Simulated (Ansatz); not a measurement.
Reaction (substitution at a C–Si bond): `C=C[Te][SiH2]C` + `C[O][Al]([OH])[Cl]` → `C[O][Al]([Cl])[O]C` + `C=C[Te][SiH3]`

Computed with Ansatz on PBE0-D4/def2-TZVP structures; ΔE is electronic, products minus reactants. CBS: MP2 limit from def2 TZ/QZ plus the TZ coupled-cluster correction, frozen cores. DFT in def2-TZVPP. Elements past krypton have def2 core potentials. For Te outer-core shells are correlated without core-valence functions, which leaves a few kJ/mol of doubt a bond. One conformer a species, not always the lowest.

```csv
level,ΔE (kJ/mol)
B2PLYP,101.0
HF/CBS(def2),85.6
```

(1) What does CCSD(T)/CBS give? (Estimate.)

Largest T1 diagnostic among the species: 0.011.

Answers

(1) Computed: +109.0 kJ/mol. The listed levels differ from it by -8.0, -23.4 kJ/mol.

The D4 term adds +3.9 kJ/mol with B3LYP and +2.2 kJ/mol with PBE0; it sums over pairs of atoms, weighted by their polarisabilities, and B3LYP, whose exchange is more repulsive, gets the larger term. In def2-TZVPP, CCSD(T) changes the Hartree–Fock value by +18.2 kJ/mol (the triples alone add +2.0 kJ/mol) and MP2 by +27.9 kJ/mol.

B3LYP here is the variant with VWN-RPA as its local correlation; programs differ in this.
